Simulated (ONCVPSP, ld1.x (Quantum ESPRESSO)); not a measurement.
# Pseudopotentials across the periodic table

Generated with ld1.x 7.5 (TM, RRKJ, ultrasoft, PAW), atompaw 4.2 or ONCVPSP 4.0.1. The cutoff is in Ry: for ld1.x and atompaw files where the sum of valence levels is converged to 10 mRy in a Bessel basis, for ONCV files where the hardest occupied wave has 1 mHa per electron of residual kinetic energy. The error is the largest all-electron minus pseudo excitation energy over each file’s own four to seven test configurations (ionisations up to +4, promotions, holes and added fractions of an electron), all of which were solved. The labels leave out finer settings (local radius, basis sizes, second energies), which also bear on the numbers. Spin-polarised tests are not counted. The rows are a selection from randomly drawn settings: files with unsolved tests, undetermined cutoffs or missed reference levels are left out.

A true bound ghost makes a file unfit for plane-wave use even where its test errors are small: the radial tests pick states by their node count and pass the ghost by.

```csv
element,potential,cutoff (Ry),largest error (meV),bound ghosts
Fe,"ultrasoft, LDA (PZ), scalar-relativistic, rc 3.05/3.75/2.10 (spd), local smoothed, core correction yes, reference 3d7 4s1 4p0",21,-1379,none
Gd,"TM, PBEsol, fully relativistic, rc 2.75/2.35/3.45/1.45 (spdf), local s, core correction no, reference 4f7 5p6 5d1 6s1 6p0",200,-775,none
Re,"TM, PBE, scalar-relativistic, rc 1.90/1.90/2.10 (spd), local p, core correction yes, reference 5p6 5d5 6s1 6p0",40,+401,s
```

(1) Fill in the row for Sr: ONCV, PBE, scalar-relativistic, rc 2.00/1.80/2.00 (spd), local smoothed, core correction no, reference 4s2 4p6 5s1, qcut 6.2/6.1/5.1, projectors 2/3/2.

(2) Fill in the row for Mg: ONCV, LDA (Perdew-Zunger), scalar-relativistic, rc 1.35/1.30 (sp), local smoothed, core correction yes, reference 2s2 2p6 3s2, qcut 6.7/12.1, projectors 3/2.

(3) Fill in the row for Bi: ONCV, PBEsol, scalar-relativistic, rc 1.50/1.55/1.50 (spd), local d, core correction yes, reference 5s2 5p6 5d10 6s2 6p2, qcut 8.1/8.1/8.2, projectors 2/2/0.

Answers

(1) cutoff 26 Ry, largest error -49 meV, bound ghosts: none.

(2) cutoff 103 Ry, largest error +395 meV, bound ghosts: none.

(3) cutoff 53 Ry, largest error -20 meV, bound ghosts: none.
